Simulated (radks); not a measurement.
Results of a calculation; reference values are marked as such.
These are the eigenvalues of the occupied orbitals of an atom or ion with whole-number occupations (eV). Code: a radial shooting solver on a logarithmic mesh with Libxc functionals. Model: scalar-relativistic Kohn-Sham, r2SCAN, spin-polarised, spherical densities, finite nucleus; meta-GGA in the generalised Kohn-Sham scheme; Fermi nuclear charge, rms radius of each element as measured or else 0.836 A^(1/3) + 0.57 fm.

1s up: -335.9288
1s down: -335.0242
2s up: -58.0719

Which element is it, and in what charge state? The configuration may be excited. Open shells, if any, are filled with parallel spins first.

Answer. Z = 6, carbon, charge +3: C3+ in [He] 2s1. The list shows which subshells hold electrons but not how many an open one holds; the 1s level, -12.345 hartree, gives Z - s = 5.0 by -(Z - s)^2/2, which with screening and relativity narrows Z to a few neighbours, and the depths of the outer levels then fix element, charge and occupations together.
